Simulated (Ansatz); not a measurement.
# Relative stability

The two ends of one reaction step of SnH₅ClO₂, singlet (PBE0-D4/def2-TZVP).

A:

```
9
angstrom
Sn -0.2901 0.1192 -1.4871
Cl 1.5714 -1.0617 -0.6384
H -0.1678 -0.1695 -3.1641
H -1.6695 -0.5943 -0.8135
H -0.0414 1.7579 -1.1258
H 0.6651 -1.0529 1.4901
O 0.0779 -0.6904 2.1768
O -0.3463 0.5173 1.5570
H 0.2007 1.1746 2.0051
```

B:

```json
{"atom": "Sn1", "x (Å)": "-0.8402", "y (Å)": "0.2726", "z (Å)": "-1.0186"}
{"atom": "Cl2", "x (Å)": "2.8494", "y (Å)": "-1.0625", "z (Å)": "0.0133"}
{"atom": "H3", "x (Å)": "-0.6224", "y (Å)": "-1.0295", "z (Å)": "-2.0858"}
{"atom": "H4", "x (Å)": "-2.4599", "y (Å)": "0.5713", "z (Å)": "-0.5992"}
{"atom": "H5", "x (Å)": "0.0369", "y (Å)": "1.6715", "z (Å)": "-1.4027"}
{"atom": "H6", "x (Å)": "1.6244", "y (Å)": "-0.8088", "z (Å)": "0.4365"}
{"atom": "O7", "x (Å)": "-0.0083", "y (Å)": "-0.4550", "z (Å)": "0.6791"}
{"atom": "O8", "x (Å)": "-0.0922", "y (Å)": "0.6405", "z (Å)": "1.6076"}
{"atom": "H9", "x (Å)": "-0.4879", "y (Å)": "0.2002", "z (Å)": "2.3698"}
```

Program: Ansatz 0.2.0. Basis: def2-TZVPP. Cores are frozen in the correlated methods. Filled d shells of the heavier atoms are correlated. Core potentials replace the inner electrons of the atoms past krypton. The def2 sets are not built for correlating such inner shells, so the correlated values are less sure here. B3LYP uses VWN-RPA correlation.

Which structure is lower at CCSD(T), and by how much? (An estimate is asked for; the value comes from the calculation.)

Computed: A, by 0.696 eV (electronic energy, against the other). By their contacts, A is a complex of SnH₃Cl ([Cl][SnH3]) + H₂O₂ ([OH][OH]) and B is a complex of SnH₄O₂ ([OH][O][SnH3]) + HCl.

All methods give the same order:

```
      method  E(B) − E(A) (eV)
       SPW92             0.627
      PBE-D4             0.653
     BLYP-D4             0.598
   r2SCAN-D4             0.687
      B97M-V             0.731
     PBE0-D4             0.766
    B3LYP-D4             0.695
  r2SCAN0-D4             0.782
    BHLYP-D4             0.812
CAM-B3LYP-D4             0.693
     wB97X-V             0.746
     wB97M-V             0.778
      B2PLYP             0.674
    PBE-QIDH             0.771
  RPA on PBE             0.656
          HF             0.922
         MP2             0.685
        CCSD             0.736
     CCSD(T)             0.696
```

No T1 diagnostic of these runs exceeds 0.014.

Labels in which every atom is bracketed show which atoms are joined, not bond orders.

For scale, one of the runs: CCSD(T)/def2-TZVPP, 224 basis functions, launched by `ansatz run in.yaml --threads 4 --pin off --events-out ev --progress --plain --max-ram 9574MiB`. The run took 77 s on 4 CPU threads of an Intel Xeon Platinum 8375C (shared host), with 4.1 GiB of host memory at its peak.
